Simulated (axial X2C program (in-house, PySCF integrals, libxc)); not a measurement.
**Testing model relations on NaSe**

A bond curve at the CCSD(T) level, two-component, was computed with an in-house all-electron X2C program for linear molecules (integrals from PySCF) (basis Se dyall-cv3z [8s9p6d4f1g], Na dyall-cv3z [9s8p5d2f] (cores contracted in-house)) for the state Ω = 3/2 (⟨Sz⟩ = 0.50, ⟨Lz⟩ = 1.00 at HF). Its fit gives Re = 2.6070 Å, ωe = 272.2 cm⁻¹, ωexe = 1 cm⁻¹ and αe = 8.103e-04 cm⁻¹; the masses are 79.9165 and 22.9898 u. Two-component means X2C with spin–orbit coupling and atomic mean-field Coulomb and Gaunt terms.

Correlated methods: 15 electrons correlated (number of frozen shells: Se 3 s, 2 p, 1 d; Na 1 s), 235 virtual spin orbitals or spinors in MP2, 90 natural virtuals in coupled cluster.

Question: Find the reduced mass, Be and the force constant.

Answer: From the CCSD(T) values: μ = 17.8538 u. Be = 16.8576/(μ Re²) = 0.1389 cm⁻¹. k = 5.8918×10⁻⁷ μ ωe² = 0.779 mdyn/Å.

Question: Estimate the centrifugal constant by the Kratzer relation.

Answer: D = 4Be³/ωe² = 1.45e-07 cm⁻¹.

Question: A Morse curve ties αe to the other constants (Pekeris). How well does that hold?

Answer: αe(Morse) = 6Be²/ωe × (√(ωexe/Be) − 1) = 7.160e-04 cm⁻¹; the CCSD(T) curve gives 8.103e-04 cm⁻¹, a ratio of 0.88.

Question: Where do the fundamental and the first overtone lie?

Answer: ν(1←0) = ωe − 2ωexe = 270.2 cm⁻¹; ν(2←0) = 2ωe − 6ωexe = 538.4 cm⁻¹.

Question: Estimate De from a Morse curve and compare with the computed well depth of 2.183 eV to Se + Na.

Answer: De(Morse) = ωe²/(4ωexe) = 2.297 eV against 2.183 eV computed, a ratio of 1.05. For De the Morse form works well here.

The state is a single determinant with fixed occupations, the lowest that a limited PBE0 search found. Dissociation energies refer to the lowest single-determinant-based atoms at the same level and basis. CCSD and (T) use frozen natural virtuals with an MP2 correction for the truncation; (T) itself is uncorrected, so its De runs slightly low.
